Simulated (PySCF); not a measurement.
CH4AlClS, SMILES [CH3][Al]([SH])[Cl]. Heavy atoms are numbered as in [Al:1]([Cl:2])([CH3:3])[SH:7]. Hydrogens are named by the atom that carries them.

Geometry optimised at PBE0-D3(BJ)/def2-SVP. One conformer was computed; it need not be the lowest.

The numbers are results of CAM-B3LYP/def2-TZVP in PySCF, not measurements.

ESP charges are fitted to the potential on shells at 1.4 to 2.0 van der Waals radii. Atomic charges (e), one atom of each kind:

```json
[
 {"atom": "Al1", "ESP fit": "0.72", "meta-Löwdin": "0.81", "Mulliken": "0.52", "Löwdin": "-0.49"},
 {"atom": "Cl2", "ESP fit": "-0.27", "meta-Löwdin": "-0.34", "Mulliken": "-0.25", "Löwdin": "0.28"},
 {"atom": "C3 (CH3)", "ESP fit": "-0.82", "meta-Löwdin": "-0.65", "Mulliken": "-0.55", "Löwdin": "-0.49"},
 {"atom": "H on C3", "ESP fit": "0.20", "meta-Löwdin": "0.14", "Mulliken": "0.14", "Löwdin": "0.15"},
 {"atom": "S7 (SH)", "ESP fit": "-0.40", "meta-Löwdin": "-0.33", "Mulliken": "-0.28", "Löwdin": "0.20"},
 {"atom": "H on S7", "ESP fit": "0.18", "meta-Löwdin": "0.11", "Mulliken": "0.15", "Löwdin": "0.07"}
]
```
